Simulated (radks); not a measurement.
All-electron atom: the iodine ion I10+ in [Kr] 4d5 5s2 (not the ground configuration). Calculated with a radial shooting solver on a logarithmic mesh with Libxc functionals: Dirac Kohn-Sham, PBE, spin-unpolarised, spherical densities, finite nucleus; open shells are shared between the two j in proportion to 2j + 1; Fermi nuclear charge, rms radius 4.75 fm.

Unscreened Slater integrals over Kohn-Sham orbitals (hartree). Large and small components are both included. Empty in this configuration: 4f5/2.

\begin{tabular}{lr}
integral & value \\ \hline
F0(5s1/2,5s1/2) & 0.61529 \\
F0(5s1/2,4d5/2) & 0.73382 \\
G2(5s1/2,4d5/2) & 0.093640 \\
F0(5s1/2,4d3/2) & 0.73510 \\
G2(5s1/2,4d3/2) & 0.091775 \\
F0(5s1/2,4p3/2) & 0.74463 \\
G1(5s1/2,4p3/2) & 0.069069 \\
F0(5s1/2,4f5/2) & 0.71074 \\
G3(5s1/2,4f5/2) & 0.12904 \\
F0(4d5/2,4d5/2) & 1.0928 \\
F2(4d5/2,4d5/2) & 0.56177 \\
F4(4d5/2,4d5/2) & 0.37810 \\
F0(4d5/2,4d3/2) & 1.0976 \\
F2(4d5/2,4d3/2) & 0.56400 \\
G2(4d5/2,4d3/2) & 0.56334 \\
G4(4d5/2,4d3/2) & 0.37917 \\
F0(4d5/2,4p3/2) & 1.1336 \\
F2(4d5/2,4p3/2) & 0.58630 \\
G1(4d5/2,4p3/2) & 0.74439 \\
G3(4d5/2,4p3/2) & 0.46799 \\
F0(4d5/2,4f5/2) & 1.0151 \\
F2(4d5/2,4f5/2) & 0.51044 \\
F4(4d5/2,4f5/2) & 0.33216 \\
G1(4d5/2,4f5/2) & 0.60465 \\
G3(4d5/2,4f5/2) & 0.38597 \\
G5(4d5/2,4f5/2) & 0.27489 \\
F0(4d3/2,4d3/2) & 1.1026 \\
F2(4d3/2,4d3/2) & 0.56638 \\
F0(4d3/2,4p3/2) & 1.1391 \\
F2(4d3/2,4p3/2) & 0.58943 \\
G1(4d3/2,4p3/2) & 0.74763 \\
G3(4d3/2,4p3/2) & 0.47038 \\
F0(4d3/2,4f5/2) & 1.0191 \\
F2(4d3/2,4f5/2) & 0.51202 \\
G1(4d3/2,4f5/2) & 0.60810 \\
G3(4d3/2,4f5/2) & 0.38764 \\
F0(4p3/2,4p3/2) & 1.1808 \\
F2(4p3/2,4p3/2) & 0.62279 \\
F0(4p3/2,4f5/2) & 1.0498 \\
F2(4p3/2,4f5/2) & 0.52953 \\
G2(4p3/2,4f5/2) & 0.46993 \\
G4(4p3/2,4f5/2) & 0.32567 \\
F0(4f5/2,4f5/2) & 0.95653 \\
F2(4f5/2,4f5/2) & 0.48507 \\
F4(4f5/2,4f5/2) & 0.31134 \\
\end{tabular}
